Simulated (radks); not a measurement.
Question: Coulomb parameter of the 3d shell of neutral manganese in the model configuration [Ar] 3d5.5 4s1.5, as a second difference U = [E(n + 0.5) + E(n - 0.5) - 2 E(n)] / (0.5)^2 with all orbitals relaxed. "Bare": the charge of the atom changes with n. "Screened": the 4s shell takes up the change at fixed total charge, which measures U(3d,3d) + U(4s,4s) - 2 U(3d,4s). Calculated with a radial shooting solver on a logarithmic mesh with Libxc functionals: scalar-relativistic Kohn-Sham, r2SCAN, spin-unpolarised, spherical densities, finite nucleus; meta-GGA in the generalised Kohn-Sham scheme; Fermi nuclear charge, rms radius 3.7057 fm. Estimate both.

Answer: U(bare) = 10.430 eV, U(screened by 4s) = 2.245 eV, against the Slater integral F0(3d,3d) = 20.125 eV with frozen orbitals. The step up makes a negative ion, whose loosely bound charge lowers the bare value.
